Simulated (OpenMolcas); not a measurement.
## Sm: from CASSCF to CASPT2

```json
{
 "Program": "OpenMolcas 26.06",
 "Basis": "ANO-RCC-VTZP [8s7p5d3f2g1h]",
 "Scalar Hamiltonian": "DKH2, point nucleus",
 "Active space": "6 electrons in 7 orbitals (4f)",
 "State averaging": "2S+1 = 7 even, 7 roots; 2S+1 = 5 even, 140 roots (77 in the spin-orbit step); 2S+1 = 3 even, 3 roots kept (CI in the orbitals of an earlier block)",
 "Spin-orbit coupling": "RASSI with atomic mean-field integrals over the reference wave functions, term energies averaged over their components"
}
```

Methods on the same reference wave functions:
A. CASSCF
B. SS-CASPT2, IPEA 0.25 Eh, imaginary shift 0.1 Eh (closed shells correlated: 5s 5p 6s)

Energies in cm⁻¹ above 4f⁶ 6s² ⁷F₀, the measured ground level; measured values from NIST Handbook of Basic Atomic Spectroscopic Data.

```
       Level      A      B  Measured
 4f⁶ 6s² ⁷F₀    0.0    0.0       0.0
 4f⁶ 6s² ⁷F₁    278    348       293
 4f⁶ 6s² ⁷F₂    789    954       812
 4f⁶ 6s² ⁷F₃   1476   1714      1490
 4f⁶ 6s² ⁷F₄   2290   2560      2273
 4f⁶ 6s² ⁷F₅   3203   3460      3125
 4f⁶ 6s² ⁷F₆   4210   4420      4021
 4f⁶ 6s² ⁵D₀  18722  13000          
 4f⁶ 6s² ⁵D₁  19905  14160          
 4f⁶ 6s² ⁵D₂  21966  16170          
 4f⁶ 6s² ⁵D₃  24594  18720          
 4f⁶ 6s² ⁵L₆  26323  23470          
 4f⁶ 6s² ⁵L₇  26766  23900          
 4f⁶ 6s² ⁵L₈  27314  24440          
 4f⁶ 6s² ⁵D₄  27711  21790          
 4f⁶ 6s² ⁵L₉  27982  25120          
 4f⁶ 6s² ⁵G₃  28050  22800          
 4f⁶ 6s² ⁵G₄  28055  22850          
 4f⁶ 6s² ⁵G₂  28211  22910          
 4f⁶ 6s² ⁵G₅  28293  23150          
4f⁶ 6s² ⁵L₁₀  28785  25950          
 4f⁶ 6s² ⁵G₆  28991  23930          
 4f⁶ 6s² ⁵H₃  32391  27690
```

Deviations, from unrounded energies. A percentage is the sum of absolute deviations over the sum of measured energies, with the sign that they share, or ± where signs differ.

```tsv
Against measurement	Levels	A	B
mean absolute deviation (cm-1)	6	56	240
fine structure of the ground term (%)	6	±2.8	+12.0
```

A lies closest to measurement on these levels. The largest miss of A in the table is 4f⁶ 6s² ⁷F₆, by +190 cm-1. The ranking rests on the paired levels alone, and a cruder setting can come out closer through cancelling errors.

From A to B the spin-free energies of the other terms of 4f⁶ 6s² shown, above ⁷F, scale by factors of 0.71 to 0.87, as is usual when dynamic correlation screens the repulsion within a d or f shell.

The lowest spin-free term lies below A's lowest term by 0.561 hartree in B.

CASPT2 breaks the degeneracy within a term, and the mean is taken; among the terms shown or strongly mixed into the levels shown the widest spread is 450 cm-1 (4f⁶ 6s² ⁵L, B). High states are left out of the spin-orbit mixing, which shifts the levels that they would mix with. With the s shell closed, the reference lacks s² → p² mixing. Without dynamic correlation excited terms often stand tens of per cent too high (terms of higher spin than the ground term too low), and those without a measured partner can miss by more than the paired ones (holds for A). Computed and measured levels are paired by configuration, term and J; levels that our copy of the source lacks, or whose pairing is in doubt (as where it misses far off the trend of its configuration), stay unpaired and out of the deviations. Levels of configurations outside the active space are missing. Levels that lie high or do not pair safely by name in every column are left out.
